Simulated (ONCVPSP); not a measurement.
Ga, ONCV: configuration errors across variants

| Quantity | Value |
| --- | --- |
| Element | Ga (Z = 31) |
| Generator | ONCVPSP 4.0.1 |
| Type | optimised norm-conserving Vanderbilt (ONCV) |
| Functional | LDA (Perdew-Wang 92) |
| Relativity | scalar-relativistic |
| Frozen core | [Ne] |
| Valence charge | 21 |
| Reference configuration | 3s2 3p6 3d10 4s2 4p0.5 (charge +0.5) |
| Partial waves | 3s+4s: rc 1.10 bohr, ncon 4, nbas 8, qcut 12.6 1/bohr, 2 projectors; 3p+4p: rc 1.35 bohr, ncon 4, nbas 7, qcut 11.7 1/bohr, 2 projectors; 3d: rc 1.10 bohr, ncon 4, nbas 9, qcut 15.8 1/bohr, 2 projectors, debl 1.5 Ha |
| Local potential | polynomial inside 0.70 bohr (lpopt 5, dvloc0 0 Ha) |
| Core correction | none |

All-electron excitation energies from the reference (eV): (1) 3s2 3p6 3d10 4s2 4p1 -2.118; (2) 3s2 3p6 3d10 4s2 4p0 3.765; (3) 3s2 3p6 3d10 4s1 4p0 25.263; (4) 3s2 3p6 3d10 4s1 4p1 11.216.

1 further variants failed, have other tests or too few solved ones, and are left out.

Errors AE − PS in meV (a dash: test not solved or not reliable):

```tsv
change	(1)	(2)	(3)	(4)	bound ghosts	GHOST(+) flags above zero
base	+0.2	-0.4	-1.2	-0.5	none	none
s: qcut 10.5; p: qcut 9.7; d: qcut 13.1	+0.2	-0.4	-1.2	-0.5	none	none
s: qcut 12.1; p: qcut 11.2; d: qcut 15.2	+0.2	-0.4	-1.2	-0.4	none	none
s: qcut 14.6; p: qcut 13.5; d: qcut 18.3	+0.2	-0.4	-1.4	-0.4	none	none
s: qcut 15.7; p: qcut 14.5; d: qcut 19.6	+0.2	-0.4	-1.2	-0.5	none	none
```

Problem. Give the same row for: s: qcut 8.8; p: qcut 8.2; d: qcut 11.

Solution. +0.2, -0.4, -1.1, -0.7; bound ghosts: none; GHOST(+) flags above zero: none.
